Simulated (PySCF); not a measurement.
Compound: BCl2H4NSi.
SMILES: `N[SiH2]B(Cl)Cl`

Method: TDDFT B3LYP/def2-SVPD, vertical, gas phase, core orbitals frozen in the response in PySCF. The structure is a single PBE0-D3(BJ)/def2-SVP conformer in the gas phase; no vibrational or solvent corrections. Torsions of this conformer, `[NH2:1][SiH2:2][B:3]([Cl:4])[Cl:5]`: N1–Si2–B3–Cl4 13°, H–N1–Si2–B3 -37°, H–N1–Si2–B3 180°.

Computed states:

```json
{"state": "S1", "E (eV)": "4.14", "f": "0.0049"}
{"state": "S2", "E (eV)": "4.70", "f": "0.0035"}
{"state": "S3", "E (eV)": "5.44", "f": "0.0000"}
{"state": "S4", "E (eV)": "5.99", "f": "0.011"}
{"state": "S5", "E (eV)": "6.44", "f": "0.084"}
{"state": "S6", "E (eV)": "6.53", "f": "0.080"}
{"state": "S7", "E (eV)": "6.71", "f": "0.0092"}
{"state": "S8", "E (eV)": "7.08", "f": "0.079"}
{"state": "S9", "E (eV)": "7.16", "f": "0.024"}
{"state": "S10", "E (eV)": "7.37", "f": "0.013"}
```

Each state is given a Gaussian of 0.3 eV full width at half maximum, with ε(max) = 2.175×10⁸ f / Δν̃ (Δν̃ the width in cm⁻¹). The width is an assumption, not a result. The curve ends short of the highest state used, and states not computed would add to its high-energy end.

Question: Give the broadened spectrum and its maxima.

Answer: 
(E (eV), ε (L mol⁻¹ cm⁻¹)): (3.69, 1), (3.75, 4), (3.80, 12), (3.86, 38), (3.92, 96), (3.97, 176), (4.03, 298), (4.08, 390), (4.14, 440), (4.20, 397), (4.25, 308), (4.31, 187), (4.36, 110), (4.42, 67), (4.48, 80), (4.53, 128), (4.59, 213), (4.64, 280), (4.70, 318), (4.76, 290), (4.81, 226), (4.87, 137), (4.92, 76), (4.98, 31), (5.04, 10), (5.09, 3), (5.15, 1), (5.20, 1), (5.26, 1), (5.32, 2), (5.37, 2), (5.43, 3), (5.48, 3), (5.54, 4), (5.60, 11), (5.65, 29), (5.71, 90), (5.76, 195), (5.82, 406), (5.88, 677), (5.93, 877), (5.99, 987), (6.04, 954), (6.10, 904), (6.16, 1185), (6.21, 2023), (6.27, 4116), (6.32, 6768), (6.38, 10404), (6.44, 13214), (6.49, 13956), (6.55, 12589), (6.61, 9530), (6.66, 6696), (6.72, 3946), (6.77, 2563)

Maxima: 299 nm (4.14 eV), ε about 440, made up of S1 (100%); 263 nm (4.71 eV), ε about 320, made up of S2 (100%); 207 nm (6.00 eV), ε about 990, made up of S4 (98%); 191 nm (6.49 eV), ε about 14000, made up of S5 (50%) and S6 (48%) (ε in L mol⁻¹ cm⁻¹; maxima over ε = 5, shares over 10%).

Question: Coming from long wavelengths, where does ε first pass 100 L mol⁻¹ cm⁻¹?

Answer: At about 316 nm (3.92 eV), 0.22 eV below S1.

Question: What would ε be at 6.49 eV, the highest of these maxima, with half the width (0.15 eV)?

Answer: About 22700 L mol⁻¹ cm⁻¹ against 14000, a factor of about 1.6; a lone state at its own centre would give exactly 2.

Question: On this curve, what absorbance would a 10⁻⁵ mol/L sample give at 222 nm over a 1 cm path?

Answer: 222 nm is 5.585 eV, where ε is about 7.9 L mol⁻¹ cm⁻¹, so A = ε c l ≈ 7.9e-05 (Beer–Lambert, with the gas-phase spectrum and the assumed width).

All these states lie below the vertical ionisation energy of 9.58 eV (ΔSCF).
